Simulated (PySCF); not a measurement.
Cd(OMe)(GeH3) (CH6CdGeO), SMILES [GeH3][Cd][O]C.

Coordinates come from a r2SCAN-D4/def2-SVP optimisation. The def2 effective core potentials stand for the cores of Cd; spin–orbit coupling is left out. One conformer was computed; it need not be the lowest.

Two levels are set side by side: TDA-PBE/def2-SVPD (PySCF) and TDA-B3LYP/def2-SVPD (PySCF). Vertical, same geometry. The lowest singlet is HOMO→LUMO 97 % with PBE and HOMO→LUMO 98 % with the other functional; states are paired by order. Differences are taken from unrounded values.

```
quantity                               TDA-B3LYP
-------------------------------------  ---------
lowest singlet excitation (eV)              4.35
lowest triplet excitation (TDA) (eV)        4.09
first bright state (f over 0.05) (eV)       5.40
its oscillator strength                     0.30
```

### Question
What does TDA-PBE give, and how far is it from TDA-B3LYP? (The exact figures need the calculation; the answer reports its results.)

### Answer

```csv
quantity,TDA-PBE,TDA-PBE minus TDA-B3LYP
lowest singlet excitation (eV),3.80,-0.55
lowest triplet excitation (TDA) (eV),3.56,-0.53
first bright state (f over 0.05) (eV),4.89,-0.51
its oscillator strength,0.26,-0.04
```

Functionals without exact exchange tend to place singlet excitations lower, as here. Differences between two approximate levels are no errors against the true value.

Rough cost on one machine, each run with all the roots and properties that it gave: TDA-B3LYP against TDA-PBE within a factor of 2.
